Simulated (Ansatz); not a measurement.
This geometry of BClFH + H2S (7 atoms, charge 0, multiplicity 1) is a first-order saddle point.

The calculation used RKS r2SCAN-D4/def2-SVP in Ansatz 0.2.0.

```xyz
7
Properties=species:S:1:pos:R:3
B -0.059 -0.274 0.041
H -0.335 0.050 1.305
F 1.109 0.292 -0.300
Cl -1.538 0.081 -0.911
S 0.263 -2.290 0.315
H -1.046 -2.614 0.229
H -0.101 -0.996 1.290
```

**Question.** Which two structures does it join? (They come from a converged band through this point; their orientation in space is the band's.)

**Answer.** Bonds broken: B1–H2, S5–H7. Bonds formed: B1–S5, H2–H7. BClFH + H2S becomes BClFHS + H2.

Image 0:

```xyz
7
Properties=species:S:1:pos:R:3
B 0.074 0.297 -0.052
H 0.370 0.769 1.010
F 1.001 0.011 -0.951
Cl -1.618 0.320 -0.594
S 0.067 -2.294 1.076
H -0.427 -2.777 -0.086
H -1.173 -2.077 1.565
```

Image 8:

```xyz
7
Properties=species:S:1:pos:R:3
B 0.062 -0.716 -0.596
H -0.471 0.462 2.322
F 1.099 0.099 -0.538
Cl -1.493 -0.061 -1.100
S 0.322 -2.448 -0.164
H -0.957 -2.825 -0.371
H -0.267 -0.263 2.414
```

**Question.** How far does it lie above each of them?

**Answer.** 0.99 eV above the first and 1.37 eV above the second. This is the barrier of this one path; another mechanism may lie lower. The orbitals stay closed-shell, which can raise the energy where a bond breaks towards radicals; this wasn't checked here.

Time of the run: 9.8 min on 2 threads of Arm Neoverse V2 (shared host), peak memory 0.15 GiB.
